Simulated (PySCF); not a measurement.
# Run times: antimony in aug-cc-pV5Z-PP with ECP28MDF

Measured wall times of calculations with PySCF 2.14 in aug-cc-pV5Z-PP with ECP28MDF (8s8p6d4f3g2h, 139 functions), with a scalar-relativistic core potential, run from one Python driver. Hardware: 2 threads of Intel(R) Xeon(R) 6975P-C on a shared host, 2.6 GiB allowed. The two-electron integrals over 139 functions were computed once and kept in memory (8.3 CPU seconds with the set-up); the times below exclude them. Kohn-Sham runs start from converged Hartree-Fock orbitals.

Launch command (the driver calls PySCF for each step listed in the task file):

```bash
OMP_NUM_THREADS=2 python atomrun2.py TASK.json OUT
```

```
              species               step  iterations  wall time (s)
Sb⁻ [Kr] 4d10 5s2 5p4                UHF          10            3.6
Sb⁻ [Kr] 4d10 5s2 5p4                LDA           8           0.72
Sb⁻ [Kr] 4d10 5s2 5p4                PBE           8              1
Sb⁻ [Kr] 4d10 5s2 5p4               PBE0           8            2.2
Sb⁻ [Kr] 4d10 5s2 5p4             r2SCAN           9            2.2
Sb⁻ [Kr] 4d10 5s2 5p4               BP86           8            1.1
Sb⁻ [Kr] 4d10 5s2 5p4                M06          10            3.5
Sb⁻ [Kr] 4d10 5s2 5p4  MP2 (6 electrons)                       0.85
```

Problem. Roughly how long does HSE06 take for Sb⁻ [Kr] 4d10 5s2 5p4 here?

Solution. About 8.3 s.

Peak memory of the process: 1.3 GiB. Times on a shared host vary from run to run.
